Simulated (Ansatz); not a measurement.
Consider the formal exchange of groups at a B–C bond: `BC(C)C` + `[SiH3][GeH3]` → `B[SiH2][GeH3]` + `CCC`.

Computed with Ansatz on PBE0-D4/def2-TZVP structures; ΔE is electronic, products minus reactants. CCSD(T)/CBS adds triple-zeta CCSD(T) − MP2 to the extrapolated MP2 energy (def2 sets, frozen cores). Functionals use def2-TZVPP. B3LYP here is the variant with VWN-RPA as its local correlation; programs differ in this. For Ge outer-core shells are correlated without core-valence functions, which leaves a few kJ/mol of doubt a bond. Scalar relativity is left out up to krypton.

`BC(C)C`:

```xyz
13

B    -0.027    0.674   -1.486
C    -0.204    0.189   -0.028
C    -0.686   -1.244    0.169
C     0.885    0.576    0.965
H     0.639    1.641   -1.729
H    -0.642    0.158   -2.377
H    -1.079    0.860    0.165
H     0.127   -1.950   -0.023
H    -1.504   -1.491   -0.511
H    -1.029   -1.417    1.193
H     0.561    0.424    1.999
H     1.184    1.620    0.850
H     1.777   -0.040    0.813
```

`[SiH3][GeH3]`:

Z-matrix (Å, degrees):
```
Si
Ge 1 2.378
H 1 1.487 2 110.1
H 1 1.487 2 110.1 3 -120.0
H 1 1.487 2 110.1 3 120.0
H 2 1.538 1 110.6 3 179.7
H 2 1.538 1 110.6 3 -60.3
H 2 1.538 1 110.6 3 59.7
```

`B[SiH2][GeH3]`:

Z-matrix (Å, degrees):
```
Si
Ge 1 2.400
B 1 1.985 2 101.7
H 1 1.488 2 107.0 3 -121.5
H 1 1.488 2 107.0 3 121.5
H 2 1.538 1 109.7 3 179.5
H 2 1.538 1 110.8 3 59.7
H 2 1.538 1 110.8 3 -60.7
H 3 1.196 1 120.8 2 86.7
H 3 1.196 1 120.8 2 -86.8
```

`CCC`:

Z-matrix (Å, degrees):
```
C
C 1 1.519
H 1 1.094 2 111.1
H 1 1.094 2 111.1 3 119.5
H 1 1.093 2 111.7 3 -120.3
C 2 1.519 1 112.7 3 -59.7
H 2 1.095 1 109.5 3 178.2
H 2 1.095 1 109.5 3 62.4
H 6 1.094 2 111.0 1 59.7
H 6 1.093 2 111.7 1 -180.0
H 6 1.094 2 111.1 1 -59.7
```

| level | ΔE (kJ/mol) | difference from CCSD(T)/CBS |
| --- | --- | --- |
| r2SCAN-D4 | 3.6 | -3.4 |
| r2SCAN | 3.4 | -3.6 |
| PBE0 | 2.3 | -4.7 |
| B3LYP | 4.8 | -2.2 |
| CAM-B3LYP | 10.5 | 3.5 |
| HF/def2-SVP | 11.5 | 4.5 |
| MP2/def2-SVP | 13.1 | 6.1 |
| CCSD(T)/def2-SVP | 9.1 | 2.1 |
| CCSD/def2-TZVPP | 7.0 | 0.0 |
| HF/CBS(def2) | 10.6 | 3.6 |
| CCSD(T)/CBS | 7.0 | 0 |

Largest T1 diagnostic among the species: 0.013.

From BLYP to BHLYP (50 % exact exchange), in def2-TZVPP and without D4, ΔE moves by +6.6 kJ/mol. Leaving LDA and LC-ωPBE aside and taking each functional with its dispersion term where it has one, the values, not all of them listed here, spread over 12.4 kJ/mol, from PBE-D4 to ωB97M-V. LDA lies +9.0 kJ/mol from PBE without D4.
